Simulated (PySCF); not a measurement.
O3Sn, SMILES [O]=[Sn]1[O][O]1. Geometry optimised at PBE-D3(BJ)/def2-SVP. The def2 effective core potentials stand for the cores of Sn; spin–orbit coupling is left out.

Method: PBE-D3(BJ)/def2-SVP (PySCF).

Harmonic wavenumbers (cm⁻¹): 118, 130, 519, 544, 725, 812. Rotational constants (GHz): 23.32, 3.219, 2.828; symmetry number 2.

Problem. Work out the zero-point energy and the ideal-gas rigid-rotor harmonic-oscillator thermochemistry at 298.15 K and 1 atm.

Solution. ZPE = ½ Σ hcν = ½ × 2848 cm⁻¹ = 17.04 kJ/mol. H − E(el) = 32.10 kJ/mol. Entropy in J/(mol K): translation 172.55, rotation 98.13, vibration 32.31, total 302.99. G − E(el) = -58.23 kJ/mol. Cp = 65.19 J/(mol K). Modes under 150 cm⁻¹ make the vibrational entropy uncertain.
